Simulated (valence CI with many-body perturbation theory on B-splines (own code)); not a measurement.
The numbers below are computed, except where a source is named.
## Zr24+: what each term of the Hamiltonian does

Level of theory: configuration interaction combined with many-body perturbation theory (CI+MBPT): six valence electrons over a frozen Dirac-Fock core [Ne], radial functions for each j: 9 s, 9 p, 8 d, 6 f, 3 g, 1 h, with the one-electron correlation potential Σ1 (screened to all orders), the two-electron term Σ2, the three-electron term Σ3, Breit, model QED; selected single and double excitations, second order for the rest, scaled by the run's own slope (own B-spline code, finite nucleus).

No measured levels were compared; by estimate levels of excited configurations hold to 0.05 to 0.15 % of their energy, terms of the ground configuration to about 0.5 %. Among the levels kept, up to 1500 cm⁻¹ of a level comes from second order outside the variational space, and about a tenth of that is noise between levels of different J, which matters for small intervals.

Each rung adds one term. CI alone is the Dirac-Coulomb CI over the frozen core; QED comes last and gives the full result, which names the levels. Energies are above 3s2 3p4 3P_2 on the same rung, in cm⁻¹.

Names give the largest LS component (configuration and term), which can be under half, so a name can repeat, a term be missing and a line seem to break the LS rules; names also repeat where a configuration has a term twice. Letters in brackets count levels of one name in rising energy.

```tsv
Level	CI alone	+ Σ1	+ Σ2	+ Σ3	+ Breit	Full
3s2 3p4 3P_0	60866	60898	60702	60467	60606	60599
3s2 3p4 3P_1	137978	138276	138563	138602	136298	136604
3s2 3p4 1D_2	179346	179651	179721	179569	176890	177182
3s2 3p4 1S_0	349993	350572	350786	350466	345858	346378
3s 3p5 3P°_2	692250	691319	691080	692056	691392	688893
3s 3p5 3P°_1	745736	744814	744277	745063	744033	741895
3s2 3p3 3d 5D°_0	818203	817314	816785	817002	814725	813598
3s2 3p3 3d 5D°_2 [a]	829120	827998	826391	825673	823803	823499
3s2 3p3 3d 5D°_3	836909	835863	834355	833662	830840	830600
3s2 3p3 3d 5D°_1	854740	853740	852254	851726	849360	848909
3s 3p5 3P°_0	856626	855769	854998	855080	852899	851618
3s2 3p3 3d 5D°_4	863427	862587	861144	860453	856283	856125
3s2 3p3 3d 5D°_2 [b]	888551	887687	885987	885300	881734	881518
3s2 3p3 3d 1P°_1	901697	901009	900014	900480	897081	895620
3s2 3p3 3d 3G°_3	939404	938532	936944	935906	932060	931951
3s2 3p3 3d 3D°_1 [a]	950721	949918	948416	947627	943349	943290
3s2 3p3 3d 3F°_2 [a]	953946	953077	951553	950891	946792	946740
3s2 3p3 3d 1S°_0	959345	958514	956916	956349	952279	952221
3s2 3p3 3d 3F°_3 [a]	971192	970376	968845	968087	963131	963111
```

Q: How does the ionisation energy move along the ladder, and which term matters most?

A: CI alone 1207.6, + Σ1 1208.4, + Σ2 1208.4, + Σ3 1208.0, + Breit 1207.4, + QED 1207.4 eV. The largest step is Σ1, 0.8 eV. NIST lists 1205.4 ± 1.7 eV (semi-empirical).
